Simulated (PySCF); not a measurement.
C5H10BO2, doublet, geometry from GFN2-xTB; DF-M062X/3-21G (PySCF).

PySCF was given this input:
```python
from pyscf import gto, scf, dft

mol = gto.M(
    atom='''
C     1.387833   -1.677134   -0.498696
C     0.798736   -0.416844    0.001594
O     1.562567    0.705930    0.123110
B     0.710901    1.766438    0.294915
O    -0.590157    1.381399    0.262145
C    -0.652287   -0.030066    0.051958
C    -1.395605   -0.315476   -1.265773
C    -1.400755   -0.682643    1.226586
H     2.422663   -1.748446   -0.171177
H     1.380343   -1.730949   -1.594633
H     0.828696   -2.530951   -0.119437
H     1.067256    2.859308    0.448618
H    -2.404109    0.084994   -1.207160
H    -0.877264    0.163109   -2.093269
H    -1.440181   -1.386396   -1.440298
H    -0.891579   -0.455132    2.159763
H    -2.414107   -0.293589    1.276394
H    -1.433032   -1.759790    1.090570
''',
    basis='3-21g',
    charge=0,
    spin=1,
    verbose=4,
)

mf = dft.UKS(mol)
mf.xc = 'm062x'
mf = mf.density_fit(auxbasis='def2-universal-jkfit')
mf.kernel()
mf.analyze()
```

The log (banner, timings and long lists left out):

```
PySCF version 2.14.0

[INPUT] verbose = 4
[INPUT] num. atoms = 18
[INPUT] num. electrons = 61
[INPUT] charge = 0
[INPUT] spin (= nelec alpha-beta = 2S) = 1
[INPUT] symmetry False subgroup None
[INPUT] Mole.unit = angstrom
[INPUT] Symbol           X                Y                Z      unit          X                Y                Z       unit  Magmom
[...]
nuclear repulsion = 389.59235300301
number of shells = 60
number of NR pGTOs = 150
number of NR cGTOs = 92
basis = 3-21g
ecp = {}

******** <class 'pyscf.df.df_jk.DFUKS'> ********
method = DFUKS
initial guess = minao
damping factor = 0
level_shift factor = 0
DIIS = <class 'pyscf.scf.diis.CDIIS'>
diis_start_cycle = 1
diis_space = 8
diis_damp = 0
SCF conv_tol = 1e-09
SCF conv_tol_grad = None
SCF max_cycles = 50
direct_scf = False
number electrons alpha = 31  beta = 30
XC library pyscf.dft.libxc version 7.1.2
    S. Lehtola, C. Steigemann, M. J. T. Oliveira, and M. A. L. Marques,  SoftwareX 7, 1–5 (2018)
XC functionals = m062x
    Y. Zhao and D. G. Truhlar,  Theor. Chem. Acc. 120, 215 (2008)
    Y. Zhao and D. G. Truhlar,  Theor. Chem. Acc. 120, 215 (2008)
radial grids:
    Treutler-Ahlrichs [JCP 102, 346 (1995); DOI:10.1063/1.469408] (M4) radial grids

becke partition: Becke, JCP 88, 2547 (1988); DOI:10.1063/1.454033
pruning grids: <function nwchem_prune>
grids dens level: 3
symmetrized grids: False
atomic radii adjust function: <function treutler_atomic_radii_adjust>
small_rho_cutoff = 0
Set gradient conv threshold to 3.16228e-05
tot grids = 210880
******** <class 'pyscf.df.df.DF'> ********
auxbasis = def2-universal-jkfit
init E= -371.050658565754

cycle= 1 E= -369.596611021827  delta_E= 1.45  |g|= 0.453  |ddm|= 2.91
cycle= 2 E= -369.598599894966  delta_E= -0.00199  |g|= 0.515  |ddm|= 0.826
cycle= 3 E= -369.690934340387  delta_E= -0.0923  |g|= 0.0349  |ddm|= 0.429
cycle= 4 E= -369.6915658828  delta_E= -0.000632  |g|= 0.0213  |ddm|= 0.067
cycle= 5 E= -369.691805660412  delta_E= -0.00024  |g|= 0.0045  |ddm|= 0.0274
cycle= 6 E= -369.69182469212  delta_E= -1.9e-05  |g|= 0.00336  |ddm|= 0.011
cycle= 7 E= -369.691830902314  delta_E= -6.21e-06  |g|= 0.000705  |ddm|= 0.00462
cycle= 8 E= -369.691831819409  delta_E= -9.17e-07  |g|= 0.000252  |ddm|= 0.00286
cycle= 9 E= -369.691831868158  delta_E= -4.87e-08  |g|= 8.33e-05  |ddm|= 0.000493
cycle= 10 E= -369.691831875466  delta_E= -7.31e-09  |g|= 2.33e-05  |ddm|= 0.000216
cycle= 11 E= -369.691831876346  delta_E= -8.81e-10  |g|= 8.63e-06  |ddm|= 7.89e-05
[...]
converged SCF energy = -369.691831876438  <S^2> = 0.75377732  2S+1 = 2.0037738
Total Energy =                        -369.691831876437789
[...]
spin_pop of  11 H 2s        0.00004
spin_pop of  12 H 1s        0.00221
spin_pop of  12 H 2s        0.00008
spin_pop of  13 H 1s       -0.00198
spin_pop of  13 H 2s        0.00023
spin_pop of  14 H 1s       -0.00153
spin_pop of  14 H 2s        0.00006
spin_pop of  15 H 1s       -0.00204
spin_pop of  15 H 2s        0.00064
spin_pop of  16 H 1s        0.00256
spin_pop of  16 H 2s        0.00011
spin_pop of  17 H 1s       -0.00135
spin_pop of  17 H 2s        0.00008
 ** Mulliken Spin Density (per atom)  **
spin density of  0 C =     -0.04695
spin density of  1 C =      0.82922
spin density of  2 O =      0.07448
spin density of  3 B =      0.03137
spin density of  4 O =      0.00821
spin density of  5 C =     -0.04337
spin density of  6 C =      0.04052
spin density of  7 C =      0.03660
spin density of  8 H =      0.00898
spin density of  9 H =      0.05267
spin density of  10 H =      0.01200
spin density of  11 H =     -0.00278
spin density of  12 H =      0.00229
spin density of  13 H =     -0.00175
spin density of  14 H =     -0.00147
spin density of  15 H =     -0.00139
spin density of  16 H =      0.00266
spin density of  17 H =     -0.00128
 ** Mulliken pop alpha/beta on meta-lowdin orthogonal AOs **
 ** Mulliken pop       alpha | beta **
In total            31.00000 | 30.00000
 ** Mulliken atomic charges   ( Nelec_alpha | Nelec_beta ) **
charge of  0C =     -0.29584  (     3.12445      3.17140 )
charge of  1C =      0.10022  (     3.36450      2.53528 )
charge of  2O =     -0.31102  (     4.19275      4.11827 )
charge of  3B =      0.26616  (     2.38261      2.35124 )
charge of  4O =     -0.36059  (     4.18440      4.17619 )
charge of  5C =      0.21001  (     2.87331      2.91668 )
charge of  6C =     -0.28998  (     3.16525      3.12473 )
charge of  7C =     -0.28585  (     3.16122      3.12462 )
charge of  8H =      0.12302  (     0.44298      0.43400 )
charge of  9H =      0.10257  (     0.47505      0.42238 )
charge of  10H =      0.10877  (     0.45161      0.43961 )
charge of  11H =      0.01476  (     0.49123      0.49401 )
charge of  12H =      0.10807  (     0.44711      0.44482 )
charge of  13H =      0.10183  (     0.44821      0.44996 )
charge of  14H =      0.09953  (     0.44950      0.45097 )
charge of  15H =      0.10432  (     0.44714      0.44854 )
charge of  16H =      0.10574  (     0.44846      0.44580 )
charge of  17H =      0.09826  (     0.45023      0.45151 )
Dipole moment(X, Y, Z, Debye): -0.78458, -2.22681, -0.55867
```
